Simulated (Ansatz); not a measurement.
Calculated with Ansatz (gas phase, PBE0-D4/def2-TZVP geometries, no zero-point term in ΔE). CCSD(T)/CBS adds triple-zeta CCSD(T) − MP2 to the extrapolated MP2 energy (def2 sets, frozen cores). DFT in def2-TZVPP. B3LYP here is the variant with VWN-RPA as its local correlation; programs differ in this. Each species was taken in one conformer, which may not be the lowest.

Consider the isomerisation: `COC(=N)[SiH2]F` → `FC1OCN1[SiH3]`.

```csv
level,ΔE (kJ/mol),difference from CCSD(T)/CBS
PBE-D4,184.6,-11.3
r2SCAN-D4,194.0,-1.9
PBE0-D4,174.6,-21.3
B3LYP-D4,199.3,3.4
ωB97X-V,173.2,-22.7
ωB97M-V,183.7,-12.2
B2PLYP,201.1,5.2
PBE,186.0,-9.9
r2SCAN,194.2,-1.7
PBE0,175.7,-20.2
B3LYP,201.4,5.5
HF/def2-TZVPP,187.6,-8.3
MP2/def2-TZVPP,194.4,-1.5
SCS-MP2/def2-TZVPP,192.4,-3.5
CCSD/def2-TZVPP,186.7,-9.2
CCSD(T)/def2-TZVPP,189.7,-6.2
HF/def2-QZVPP,189.7,-6.2
MP2/def2-QZVPP,198.8,2.9
SCS-MP2/def2-QZVPP,196.8,0.9
HF/CBS(def2),190.0,-5.9
MP2/CBS(def2),200.7,4.8
CCSD/CBS(def2),192.9,-3.0
CCSD(T)/CBS,195.9,0
```

Largest T1 diagnostic among the species: 0.014.

From PBE to PBE0 (25 % exact exchange), in def2-TZVPP and without D4, ΔE moves by −10.3 kJ/mol.
